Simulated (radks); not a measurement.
The numbers below are computed, except where a source is named.
Problem. Radial electron density D(r) = 4 pi r^2 rho(r) of an atom or ion with 7 electrons. Level of theory: scalar-relativistic Kohn-Sham, PBEsol, spin-polarised, spherical densities, finite nucleus; Fermi nuclear charge, rms radius of each element as measured or else 0.836 A^(1/3) + 0.57 fm (a radial shooting solver on a logarithmic mesh with Libxc functionals).

r (bohr)   D(r) (e/bohr)   spin D(r)
0.0007354          3.163   -0.000384
0.000891           4.325   -0.000407
0.001071           5.810   -0.000330
0.001298           7.863  -0.0000122
0.001572           10.57    0.000830
0.00189            13.93     0.00265
0.00229            18.41     0.00663
0.002775           24.04      0.0148
0.003336           30.63      0.0301
0.004042           38.80      0.0610
0.004897           48.14       0.120
0.005886           57.84       0.225
0.007132           68.02       0.425
0.008573           76.82       0.768
0.01039            83.66        1.39
0.01259            86.64        2.46
0.01513            84.91        4.14
0.01833            78.34        6.87
0.02221            68.49        10.9
0.0267             59.00        16.2
0.03235            52.79        23.0
0.0392             52.87        30.3
0.04712            57.99        36.2
0.05709            63.83        38.9
0.06917            63.66        36.6
0.08315            54.41        29.6
0.1007             37.54        19.5
0.1221             20.06        10.1
0.1467             8.274        4.13
0.1778             2.304        1.15
0.2154            0.4160       0.212
0.259            0.04951      0.0259

What is the nuclear charge?

Solution. Z = 68. The innermost maximum, from 1s, lies near gamma/Z bohr with gamma = sqrt(1 - (Z/c)^2) = 0.868, here 0.0128 bohr (found: 0.0129), and its height grows with Z. The density is that of the erbium ion Er61+ in [He] 2s2 2p3; the configuration itself is not fixed sharply by these data, and Z only to a few units. D(r) has 2 maxima, at r = 0.0129, 0.0628 bohr, and minima at 0.0356 bohr, inside which lie 2.21 electrons.
